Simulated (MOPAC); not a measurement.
MOPAC input (AM1):

```
AM1 FORCE THERMO(298,298) PRECISE LET CHARGE=1 GEO-OK AUX(PRECISION=9) THREADS=1
H3BCl2N

N    -1.72629762 1   -0.07574245 1    0.10200379 1
B    -0.19708563 1   -0.01067943 1    0.01140954 1
Cl    0.62815058 1   -1.46133663 1   -0.01481973 1
Cl    0.49156511 1    1.51216480 1   -0.05161902 1
H    -2.04442750 1   -1.04527565 1    0.10511122 1
H    -2.02120917 1    0.38763612 1    0.96296553 1
H    -2.12368954 1    0.41666625 1   -0.69950078 1
```

From the output:

```
     H    7   6.141663

          HEAT OF FORMATION =      76.564362 KCALS/MOLE

          ZERO POINT ENERGY      29.628 KCAL/MOL

           NORMAL COORDINATE ANALYSIS (Total motion = 1 Angstrom)

   Root No.       1         2         3         4         5         6         7         8

                 1 A'      1 A"      2 A'      2 A"      3 A'      4 A'      5 A'      3 A"

                 303.9     334.2     387.6     490.9     573.9     766.6     991.0    1011.3

           1   -0.1354    0.0000   -0.0002   -0.0000    0.1629    0.0031   -0.1634    0.0000
           2   -0.0141   -0.0000    0.1425   -0.0001   -0.0079    0.0438   -0.0015   -0.0002
           3    0.0000    0.0018   -0.0001   -0.0218   -0.0000    0.0003   -0.0000    0.0612
           4   -0.1525    0.0000   -0.0029    0.0000    0.1396   -0.0028    0.2736   -0.0000
           5    0.0070    0.0000   -0.0559   -0.0001    0.0012    0.2055    0.0105    0.0000
           6    0.0000    0.0135   -0.0000    0.2467    0.0000    0.0001   -0.0000   -0.0661
           7    0.0610    0.0000   -0.0557   -0.0001   -0.0580   -0.0201   -0.0028   -0.0001
           8   -0.1436    0.0000   -0.0350    0.0000   -0.0792   -0.0369   -0.0090    0.0000
           9   -0.0000   -0.0107    0.0000   -0.0265   -0.0000   -0.0001   -0.0000    0.0032
          10    0.0501   -0.0000    0.0565    0.0001   -0.0630    0.0194   -0.0006    0.0001
          11    0.1490    0.0000   -0.0212    0.0000    0.0825   -0.0372    0.0059    0.0000
          12    0.0000    0.0070    0.0000   -0.0299    0.0000   -0.0001    0.0000    0.0017
          13   -0.1492   -0.0001    0.1587   -0.0001    0.1596   -0.3092   -0.1607   -0.0000
          14   -0.0196   -0.0001    0.2067   -0.0001   -0.0102   -0.0790   -0.0169   -0.0001
          15    0.0001    0.3121    0.0000   -0.1905   -0.0000    0.0004   -0.0001   -0.1489
          16   -0.1213    0.0450   -0.0757    0.2213    0.1676    0.1611   -0.1905    0.3496
          17   -0.0244    0.2724    0.1932   -0.0514   -0.0035   -0.0643    0.0161   -0.0100
          18   -0.0009   -0.1759    0.0039   -0.0842   -0.0028   -0.0024    0.0247   -0.0831
          19   -0.1213   -0.0449   -0.0759   -0.2213    0.1676    0.1615   -0.1908   -0.3496
          20   -0.0245   -0.2725    0.1929    0.0511   -0.0035   -0.0643    0.0161    0.0097
          21    0.0008   -0.1760   -0.0044   -0.0842    0.0028    0.0032   -0.0248   -0.0830

   Root No.       9        10        11        12        13        14        15

                 6 A'      7 A'      4 A"      8 A'      5 A"      9 A'     10 A'

                1117.1    1581.5    1671.6    1684.6    3221.4    3235.0    3354.4

           1    0.0036   -0.0647    0.0000    0.0141   -0.0000    0.0004    0.0183
           2   -0.0556   -0.0106   -0.0001   -0.0390   -0.0001   -0.0456   -0.0015
           3   -0.0004    0.0000   -0.0367    0.0001   -0.0514    0.0002   -0.0000
           4   -0.0058    0.0050   -0.0000   -0.0014   -0.0000   -0.0006    0.0042
           5    0.0972    0.0006   -0.0000    0.0003   -0.0000   -0.0001    0.0000
           6   -0.0000    0.0000   -0.0022    0.0000   -0.0004    0.0000   -0.0000
           7   -0.0024    0.0001   -0.0001   -0.0000   -0.0000    0.0002   -0.0001
           8   -0.0073    0.0003    0.0000   -0.0002    0.0000    0.0001   -0.0002
           9    0.0001    0.0001    0.0002   -0.0001   -0.0000   -0.0001    0.0003
          10    0.0027   -0.0002    0.0001    0.0006    0.0000   -0.0002   -0.0000
          11   -0.0076   -0.0003    0.0000   -0.0002    0.0000    0.0000    0.0001
          12    0.0001   -0.0001   -0.0003   -0.0000   -0.0001   -0.0000   -0.0003
          13    0.3965    0.2520   -0.0000   -0.1856   -0.0001   -0.1619   -0.1110
          14    0.1004    0.0968   -0.0002   -0.0905    0.0000    0.4241    0.3262
          15   -0.0005    0.0001    0.4206    0.0001   -0.0212    0.0003    0.0002
          16   -0.1959    0.2975    0.1393   -0.0082    0.1526    0.0811   -0.0911
          17    0.0779    0.0215   -0.2239    0.3219    0.2298    0.1030   -0.1514
          18    0.0048   -0.1396    0.0579   -0.1918    0.3724    0.2126   -0.2621
          19   -0.1962    0.2975   -0.1393   -0.0080   -0.1525    0.0813   -0.0911
          20    0.0778    0.0213    0.2238    0.3218   -0.2300    0.1032   -0.1518
          21   -0.0058    0.1396    0.0580    0.1922    0.3723   -0.2122    0.2619

           MASS-WEIGHTED COORDINATE ANALYSIS (NORMAL COORDINATES)

   Root No.       1         2         3         4         5         6         7         8

                 1 A'      1 A"      2 A'      2 A"      3 A'      4 A'      5 A'      3 A"

                 303.9     334.2     387.6     490.9     573.9     766.6     991.0    1011.3

           1   -0.3337    0.0000   -0.0009   -0.0000    0.5172    0.0132   -0.5384    0.0001
           2   -0.0347   -0.0003    0.6135   -0.0004   -0.0250    0.1867   -0.0048   -0.0010
           3    0.0001    0.0118   -0.0006   -0.0871   -0.0000    0.0015   -0.0000    0.3702
           4   -0.3303    0.0000   -0.0110    0.0001    0.3894   -0.0103    0.7920   -0.0002
           5    0.0152    0.0001   -0.2114   -0.0002    0.0033    0.7690    0.0305    0.0000
           6    0.0000    0.0783   -0.0000    0.8666    0.0000    0.0004   -0.0001   -0.3510
           7    0.2392    0.0000   -0.3815   -0.0005   -0.2930   -0.1365   -0.0149   -0.0012
           8   -0.5634    0.0002   -0.2394    0.0002   -0.4003   -0.2502   -0.0472    0.0004
           9   -0.0001   -0.1121    0.0002   -0.1687   -0.0001   -0.0006   -0.0001    0.0308
          10    0.1966   -0.0001    0.3867    0.0004   -0.3181    0.1313   -0.0033    0.0012
          11    0.5844    0.0000   -0.1449    0.0002    0.4167   -0.2518    0.0311    0.0004
          12    0.0001    0.0733    0.0003   -0.1902    0.0001   -0.0007    0.0002    0.0165
          13   -0.0986   -0.0001    0.1833   -0.0001    0.1359   -0.3533   -0.1420   -0.0001
          14   -0.0129   -0.0002    0.2387   -0.0001   -0.0087   -0.0903   -0.0150   -0.0002
          15    0.0001    0.5520    0.0000   -0.2043   -0.0000    0.0004   -0.0001   -0.2416
          16   -0.0802    0.0796   -0.0874    0.2374    0.1428    0.1841   -0.1683    0.5672
          17   -0.0162    0.4819    0.2232   -0.0551   -0.0030   -0.0735    0.0142   -0.0163
          18   -0.0006   -0.3112    0.0045   -0.0903   -0.0024   -0.0027    0.0218   -0.1348
          19   -0.0802   -0.0795   -0.0877   -0.2374    0.1428    0.1845   -0.1686   -0.5671
          20   -0.0162   -0.4820    0.2228    0.0548   -0.0030   -0.0734    0.0142    0.0158
          21    0.0006   -0.3114   -0.0051   -0.0903    0.0024    0.0036   -0.0219   -0.1347

   Root No.       9        10        11        12        13        14        15

                 6 A'      7 A'      4 A"      8 A'      5 A"      9 A'     10 A'

                1117.1    1581.5    1671.6    1684.6    3221.4    3235.0    3354.4

           1    0.0210   -0.4080    0.0000    0.0892   -0.0000    0.0023    0.1202
           2   -0.3254   -0.0666   -0.0004   -0.2468   -0.0003   -0.2835   -0.0101
           3   -0.0026    0.0003   -0.2339    0.0007   -0.2804    0.0012   -0.0001
           4   -0.0298    0.0276   -0.0000   -0.0077   -0.0000   -0.0033    0.0242
           5    0.5000    0.0031   -0.0001    0.0014   -0.0000   -0.0003    0.0001
           6   -0.0002    0.0000   -0.0126    0.0001   -0.0018    0.0002   -0.0000
           7   -0.0226    0.0014   -0.0005   -0.0004   -0.0004    0.0023   -0.0015
           8   -0.0682    0.0034    0.0002   -0.0016    0.0001    0.0006   -0.0016
           9    0.0011    0.0008    0.0023   -0.0006   -0.0003   -0.0007    0.0029
          10    0.0247   -0.0016    0.0005    0.0063    0.0004   -0.0021   -0.0004
          11   -0.0712   -0.0030    0.0002   -0.0023    0.0001    0.0005    0.0010
          12    0.0010   -0.0010   -0.0031   -0.0000   -0.0010   -0.0003   -0.0028
          13    0.6225    0.4261   -0.0001   -0.3147   -0.0001   -0.2700   -0.1951
          14    0.1576    0.1636   -0.0003   -0.1534    0.0001    0.7072    0.5735
          15   -0.0007    0.0002    0.7198    0.0001   -0.0310    0.0005    0.0004
          16   -0.3076    0.5029    0.2385   -0.0139    0.2234    0.1352   -0.1602
          17    0.1222    0.0363   -0.3833    0.5459    0.3364    0.1718   -0.2661
          18    0.0076   -0.2360    0.0990   -0.3253    0.5451    0.3544   -0.4609
          19   -0.3081    0.5030   -0.2384   -0.0136   -0.2233    0.1355   -0.1602
          20    0.1222    0.0361    0.3831    0.5458   -0.3367    0.1721   -0.2668
          21   -0.0091    0.2360    0.0992    0.3260    0.5449   -0.3538    0.4605

          DESCRIPTION OF VIBRATIONS

 VIBRATION          1    1A'         ATOM PAIR     ENERGY CONTRIBUTION    RADIAL
 FREQUENCY           303.86         N 1 -- B 2         +19.6% (109.6%)      0.5%
 TRANSITION DIPOLE   1.1210         N 1 -- H 5         +16.5% (100.6%)      6.9%
 TRAVEL (Ang.)       0.1460         B 2 -- Cl3         +16.1% ( 99.2%)      9.8%
 REDUCED MASS       10.4072         N 1 -- H 6         +16.0% ( 99.2%)     12.2%
 EFFECTIVE MASS     36.2253         N 1 -- H 7         +16.0% ( 99.2%)     12.7%
 FORCE CONSTANT      0.5662         B 2 -- Cl4         +15.8% ( 98.4%)     12.1%

 VIBRATION          2    1A"         ATOM PAIR     ENERGY CONTRIBUTION    RADIAL
 FREQUENCY           334.19         N 1 -- H 7         +35.1% (223.8%)      0.0%
 TRANSITION DIPOLE   0.0797         N 1 -- H 6         +35.1% (223.8%)      0.2%
 TRAVEL (Ang.)       0.7849         N 1 -- H 5         +29.5% (205.2%)      0.1%
 REDUCED MASS        0.3276         B 2 -- Cl3          +0.2% ( 15.9%)      0.0%
 EFFECTIVE MASS      1.1296
 FORCE CONSTANT      0.0216

 VIBRATION          3    2A'         ATOM PAIR     ENERGY CONTRIBUTION    RADIAL
 FREQUENCY           387.58         N 1 -- B 2         +30.2% (187.9%)      0.0%
 TRANSITION DIPOLE   0.2391         N 1 -- H 6         +23.0% (164.2%)     25.3%
 TRAVEL (Ang.)       0.1964         N 1 -- H 7         +23.0% (164.2%)     31.0%
 REDUCED MASS        4.5108         N 1 -- H 5         +20.2% (153.7%)     99.0%
 EFFECTIVE MASS     41.3932
 FORCE CONSTANT      0.3992

 VIBRATION          4    2A"         ATOM PAIR     ENERGY CONTRIBUTION    RADIAL
 FREQUENCY           490.91         N 1 -- B 2         +25.7% (104.0%)      0.0%
```

The dipole moment of an ion depends on the origin.
